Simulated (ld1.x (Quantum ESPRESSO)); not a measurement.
**holmium, TM: configuration errors across variants**

* Element: Ho
* Generator: ld1.x (Quantum ESPRESSO) 7.5
* Type: norm-conserving Troullier–Martins (Kleinman–Bylander form)
* Functional: revPBE
* Relativity: fully relativistic
* Frozen core: [Xe] 4f10
* Valence charge: 3
* Reference configuration: 5d1 6s1.5 6p0 (charge +0.5)
* Partial waves: 6p (bound, empty): rc 3.50 bohr; 5d (bound): rc 1.80 bohr; 6s (bound): rc 2.50 bohr
* Local potential: the s channel
* Core correction: a·sin(br)/r model core inside 1.35 bohr

Open shells are filled in proportion to 2j + 1 (rel_dist='average').

All-electron excitation energies from the reference (eV): (1) 5d1 6s2 6p0 -2.776; (2) 5d1 6s1 6p0 4.092; (3) 5d1 6s0 6p0 16.541; (4) 5d1 6s0 6p2 3.443; (5) 5d1 6s1 6p1 0.268; (6) 5d2 6s0 6p0 5.746; (7) 5d0 6s2 6p1 -1.374.

4 further variants failed, have other tests or another functional or relativity, and are left out.

Errors AE − PS in meV (a dash: test not solved or not reliable):

```csv
change,(1),(2),(3),(4),(5),(6),(7),bound ghosts
base,-0.6,-1.9,-44,-28,-5.2,-64,-119,none
wave 6p (bound): rc 3.50 bohr becomes 6p (bound): rc 3.20 bohr,-0.6,-1.9,-44,-23,-4.2,-64,-112,none
wave 5d (bound): rc 1.80 bohr becomes 5d (bound): rc 2.42 bohr,-0.6,-1.9,-44,-28,-5.2,-65,-119,none
wave 6s (bound): rc 2.50 bohr becomes 6s (bound): rc 3.24 bohr,-1.2,-2.6,-46,-26,-4.6,-84,-137,none
"all radii but the core radius scaled by about 1.07 (s 2.68, p 3.74, d 1.92 bohr)",-1.0,-2.4,-45,-30,-5.5,-76,-135,none
local potential the p channel,-0.1,-1.6,-57,-57,-18,-67,-122,none
```

Question: Give the same row for: core correction a·sin(br)/r model core inside 2.22 bohr.

Answer: -0.4, -1.6, -41, -27, -5.0, -50, -102; bound ghosts: none.
